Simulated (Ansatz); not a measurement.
```xyz
2

Cu    0.0000    0.0000   -0.8315
Cl    0.0000    0.0000    1.4184
```

Basis set: cc-pVDZ (spherical functions). Correlated methods keep 10 orbitals frozen. Charge 0, multiplicity 1.

Computed with Ansatz (development build ahead of 0.2.0); each method stands on the lowest determinant of its kind that the runs found. Restricted open shells among the atoms or ions are ROHF, correlated in semicanonical orbitals with singles.

The atomization energy at this shape (free ground-state atoms in the same class of orbitals less the molecule, no zero-point energy) of singlet CuCl:

| method | atomization energy |
| --- | --- |
| RHF | 262.7 kJ/mol |

Q: What does RHF-MP2 give?

A: 335.4 kJ/mol. Caution: the shape is not the minimum.
